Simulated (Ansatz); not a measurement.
The same ligand exchange along the group B, Al, In.

Isolated molecules relaxed with PBE0-D4/def2-TZVP in Ansatz; ΔE leaves out vibrations. CCSD(T)/CBS adds triple-zeta CCSD(T) − MP2 to the extrapolated MP2 energy (def2 sets, frozen cores). This one scheme is used for every species. DFT in def2-TZVPP. B3LYP here is the variant with VWN-RPA as its local correlation; programs differ in this. def2 core potentials past Kr. For In outer-core shells are correlated without core-valence functions, which leaves a few kJ/mol of doubt a bond. One conformer a species, not always the lowest.

| reaction | r2SCAN-D4 (kJ/mol) | B3LYP-D4 (kJ/mol) | CCSD(T)/CBS(def2) (kJ/mol) |
| --- | --- | --- | --- |
| `SB(S)Cl` + H₂S → `SB(S)S` + HCl | 18 | 19 | 17 |
| `[SH][Al]([SH])[Cl]` + H₂S → `[SH][Al]([SH])[SH]` + HCl | 52 | 52 | 51 |
| `[SH][In]([SH])[Cl]` + H₂S → `[SH][In]([SH])[SH]` + HCl | 27 | 28 | 26 |

Largest T1 diagnostic: 0.014, for `[SH][In]([SH])[SH]`.
